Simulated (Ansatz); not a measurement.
Isolated molecules relaxed with PBE0-D4/def2-TZVP in Ansatz; ΔE leaves out vibrations. CCSD(T)/CBS adds triple-zeta CCSD(T) − MP2 to the extrapolated MP2 energy (def2 sets, frozen cores). Elements past krypton have def2 core potentials. For Te outer-core shells are correlated without core-valence functions, which leaves a few kJ/mol of doubt a bond. Each species was taken in one conformer, which may not be the lowest.

Consider the redistribution: `N[SiH2][TeH]` + `NB(O)F` → `NB(O)[TeH]` + `N[SiH2]F`.

| species | HF/def2-TZVPP energy (Eh) |
| --- | --- |
| `N[SiH2][TeH]` | -613.37895 |
| `NB(O)F` | -255.46944 |
| `NB(O)[TeH]` | -423.50740 |
| `N[SiH2]F` | -445.33539 |

Problem. Work out ΔE.

Solution. ΔE = (-423.50740) + (-445.33539) − (-613.37895) − (-255.46944) = 0.00560 Eh = +3.5 kcal/mol. CCSD(T)/CBS gives +1.3 kcal/mol.

Largest T1 diagnostic among the species: 0.011.

At CCSD(T), def2-SVP lies +5.1 kcal/mol from the extrapolated value and def2-TZVPP +0.2 kcal/mol. Leaving LDA and LC-ωPBE aside and taking each functional with its dispersion term where it has one, the values, not all of them listed here, spread over 2.5 kcal/mol, from B2PLYP to HSE06-D4. In def2-TZVPP, CCSD(T) changes the Hartree–Fock value by −2.0 kcal/mol (the triples alone add −0.2 kcal/mol) and MP2 by −2.9 kcal/mol.
